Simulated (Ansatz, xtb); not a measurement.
# Ligand exchange: NaBr + CH2BrCl → NaCl + CH2Br2

Species: NaBr, singlet; CH2BrCl (bromochloromethane) `ClCBr`, singlet; NaCl, singlet; CH2Br2 (dibromomethane) `BrCBr`, singlet. The partners trade Br for Cl: Na–Br and C–Cl bonds give way to Na–Cl and C–Br.

Shapes, held fixed at every level: PBE0-D4/def2-TZVP. Programs: Ansatz 0.2.0, xtb 6.7.1. The zero-point and thermal change to 298 K, harmonic and unscaled (PBE0-D4/def2-TZVP), is -1.0 kJ/mol.

```
              level                    kind  ΔH(298 K) (kJ/mol)  less CCSD(T)/def2-TZVPP
           GFN1-xTB          semi-empirical               -82.9                    -96.0
        HF/def2-SVP            Hartree–Fock               +20.9                     +7.8
   SPW92/def2-TZVPP                     LDA               +17.5                     +4.4
BHLYP-D4/def2-TZVPP           global hybrid               +17.6                     +4.5
 wB97M-V/def2-TZVPP  range-separated hybrid               +16.6                     +3.5
 wB97X-V/def2-TZVPP  range-separated hybrid               +16.6                     +3.5
       MP2/def2-SVP     perturbation theory               +23.7                    +10.6
     MP2/def2-TZVPP     perturbation theory               +11.2                     -1.9
 CCSD(T)/def2-TZVPP   coupled cluster or CI               +13.1                      0.0
```

The highest level, CCSD(T)/def2-TZVPP, gives ΔH(298 K) = +13.1 kJ/mol; the levels span -82.9 to +23.7. They disagree on the sign: 8 of 9 are positive. GFN1-xTB strays far from the other rows. The column of differences is taken from that level and isn't an error. No measured value is set beside it here. Relativity is left out for Br unless named. Correlated rows may include outer-core shells of Br, Na, which these sets cover unevenly.
